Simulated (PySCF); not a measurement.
# Radial density of Ir(2+) (iridium, charge +2)

UHF, [Xe] 4f14 5d7, high-spin 4F determinant. Computed with PySCF 2.14 in x2c-TZVPPall, with the spin-free X2C one-electron Hamiltonian (Gaussian nucleus).

```json
{"r (bohr)": "0.0135", "4πr²ρ (e/bohr)": "106.4", "4πr²(ρα − ρβ)": "-0.0018"}
{"r (bohr)": "0.0227", "4πr²ρ (e/bohr)": "93.29", "4πr²(ρα − ρβ)": "-0.0018"}
{"r (bohr)": "0.0383", "4πr²ρ (e/bohr)": "124.4", "4πr²(ρα − ρβ)": "0.0111"}
{"r (bohr)": "0.0643", "4πr²ρ (e/bohr)": "136.1", "4πr²(ρα − ρβ)": "0.1051"}
{"r (bohr)": "0.108", "4πr²ρ (e/bohr)": "113.5", "4πr²(ρα − ρβ)": "0.2214"}
{"r (bohr)": "0.182", "4πr²ρ (e/bohr)": "118.3", "4πr²(ρα − ρβ)": "-0.0109"}
{"r (bohr)": "0.306", "4πr²ρ (e/bohr)": "72.82", "4πr²(ρα − ρβ)": "0.2966"}
{"r (bohr)": "0.515", "4πr²ρ (e/bohr)": "64.44", "4πr²(ρα − ρβ)": "0.0420"}
{"r (bohr)": "0.866", "4πr²ρ (e/bohr)": "21.41", "4πr²(ρα − ρβ)": "1.0398"}
{"r (bohr)": "1.46", "4πr²ρ (e/bohr)": "9.631", "4πr²(ρα − ρβ)": "2.2700"}
{"r (bohr)": "2.45", "4πr²ρ (e/bohr)": "1.443", "4πr²(ρα − ρβ)": "0.5293"}
{"r (bohr)": "4.12", "4πr²ρ (e/bohr)": "0.06412", "4πr²(ρα − ρβ)": "0.0206"}
{"r (bohr)": "6.93", "4πr²ρ (e/bohr)": "3.597e-05", "4πr²(ρα − ρβ)": "0.0000"}
```

Densities and radii are taken from the X2C orbitals without a picture-change correction, which distorts them close to the nucleus.

Spin-orbit coupling, absent here, splits the open shell strongly.

Where is the radial spin density 4πr²(ρα − ρβ) most negative, and why is it negative at all?

Around r = 0.182 bohr, down to -0.0109 e/bohr: exchange with the open shell polarises the paired shells in an unrestricted calculation.
